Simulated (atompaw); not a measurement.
**Scattering properties, PAW (atompaw) potential for O (Z = 8)**

atompaw 4.2.0.5 input, output lines left out:

```
O 8
LDA-PW scalarrelativistic loggrid 1500 logderivrange -5 5 251
2 2 0 0 0 0
2 1 3
0 0 0
c
v
v
1
1.00 0.80 0.70 0.95
y
-2.35
n
y
-1.15
n
custom polynom vanderbiltortho sinc
bessel
0.75
1.00
1.00
1.00
```

The phase is arctan(r·u′/u) with u = r·R(r), unwrapped; energies in Ry, scanned from -5 to 5 Ry. A pole is an energy at which the radial function vanishes at the test radius. The pseudo phase is shifted by a multiple of π to meet the all-electron one at the reference energy, and phase errors are pseudo minus all-electron; the curves can meet again beyond the range given. Levels narrower than the energy grid can be missing from the lists of poles.

```tsv
channel	radius (bohr)	reference energy (Ry)	poles, all-electron	poles, pseudo	unbroken range about the reference energy with phases within 0.05 rad	phase error 1 Ry above the reference energy (rad)
s	1.01	-2.90	none	none	the whole range	+0.000
p	1.01	-1.81	3.95	3.95	the whole range	+0.000
```

Phases in the s channel:

| E (Ry) | all-electron | pseudo |
| --- | --- | --- |
| -5.00 | 0.498 | 0.498 |
| -4.76 | 0.422 | 0.422 |
| -4.52 | 0.337 | 0.337 |
| -4.28 | 0.244 | 0.244 |
| -4.04 | 0.143 | 0.143 |
| -3.80 | 0.035 | 0.035 |
| -3.56 | -0.078 | -0.078 |
| -3.32 | -0.194 | -0.194 |
| -3.08 | -0.309 | -0.309 |
| -2.84 | -0.421 | -0.421 |
| -2.60 | -0.528 | -0.528 |
| -2.36 | -0.627 | -0.627 |
| -2.12 | -0.717 | -0.717 |
| -1.88 | -0.799 | -0.799 |
| -1.64 | -0.873 | -0.873 |
| -1.40 | -0.938 | -0.938 |
| -1.16 | -0.997 | -0.997 |
| -0.92 | -1.050 | -1.050 |
| -0.68 | -1.097 | -1.097 |
| -0.44 | -1.139 | -1.139 |
| -0.20 | -1.177 | -1.177 |
| 0.04 | -1.211 | -1.212 |
| 0.28 | -1.242 | -1.242 |
| 0.52 | -1.271 | -1.271 |
| 0.76 | -1.297 | -1.297 |
| 1.00 | -1.320 | -1.320 |
| 1.24 | -1.342 | -1.342 |
| 1.48 | -1.362 | -1.362 |
| 1.72 | -1.381 | -1.381 |
| 1.96 | -1.398 | -1.398 |
| 2.20 | -1.414 | -1.414 |
| 2.44 | -1.429 | -1.429 |
| 2.68 | -1.443 | -1.443 |
| 2.92 | -1.456 | -1.457 |
| 3.16 | -1.469 | -1.469 |
| 3.40 | -1.481 | -1.481 |
| 3.64 | -1.492 | -1.492 |
| 3.88 | -1.503 | -1.503 |
| 4.12 | -1.513 | -1.513 |
| 4.36 | -1.522 | -1.523 |
| 4.60 | -1.532 | -1.532 |
| 4.84 | -1.540 | -1.541 |
